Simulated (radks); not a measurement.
Spherical quantum dot in the effective-mass picture: electrons in a parabolic well V = omega^2 r^2 / 2 with omega = 1.16, with a point charge +2 (a donor) at the centre, all in effective atomic units (hartree* = m*/eps^2 hartree, bohr* = eps/m* bohr), one dielectric constant everywhere. Method: non-relativistic Kohn-Sham, PBEsol, spin-polarised, spherical densities; computed with a radial shooting solver with Libxc functionals. Levels are named by radial order and angular momentum (1s, 1p, 1d, 2s, ...), and open shells are averaged over m.

N = 25, configuration 1s2 1p6 1d10 2s2 1f(up 5, down 0). This is the lowest configuration that the search found. Occupied and some empty levels:

level    occupation  eigenvalue (hartree*)  <r> (bohr*)
1s up             1                 11.745       0.9140
1s down           1                 11.748       0.9004
1p up             3                 12.901        1.853
1p down           3                 12.947        1.825
2s up             1                 13.102        1.921
2s down           1                 13.159        1.913
1d up             5                 13.559        2.199
1d down           5                 13.624        2.184
1f up             5                 14.237        2.433
2p up             0                 14.279        2.088
1f down           0                 14.312        2.426
2p down           0                 14.326        2.099
1g up             0                 14.960        2.621
1g down           0                 15.039        2.621
2d up             0                 15.160        2.346
2d down           0                 15.208        2.353

Energy (hartree*): total 201.161, kinetic 31.204, external 45.659, Hartree 137.20, exchange-correlation -12.901.
